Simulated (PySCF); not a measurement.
# Radial density of Sr (strontium, neutral)

LDA, [Kr] 5s2, closed-shell 1S. All numbers are calculated (PySCF 2.14, the spin-free X2C one-electron Hamiltonian (Gaussian nucleus), in cc-pVDZ-X2C (6s5p3d, 36 functions)).

```tsv
r (bohr)	4πr²ρ (e/bohr)
0.0286	47.60
0.0481	40.36
0.0809	46.61
0.136	56.43
0.229	34.23
0.385	41.55
0.648	20.40
1.09	7.588
1.83	3.982
3.08	0.8175
5.19	0.3702
8.72	0.02048
14.7	4.262e-05
```

Densities and radii are taken from the X2C orbitals without a picture-change correction, which distorts them close to the nucleus.
